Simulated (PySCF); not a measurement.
A structure optimised at PBE0-D3(BJ)/def2-SVP, used in a PySCF frequency run:

```
N
H 1 1.0170
Si 1 1.7016 2 114.40
Si 1 1.7549 2 117.96 3 179.90
H 4 1.4889 1 106.39 2 179.59
H 4 1.4926 5 110.15 1 120.13
H 4 1.4926 5 110.12 6 119.65
Cl 3 2.0475 1 108.00 2 0.20
Cl 3 2.0493 1 111.92 2 -120.07
Cl 3 2.0493 1 111.87 2 120.49
```

Write its SMILES and formula.

[SiH3]N[Si](Cl)(Cl)Cl, Cl3H4NSi2

What are its rotational constants (standard atomic weights)?

1.3336, 0.84919, 0.83608 GHz
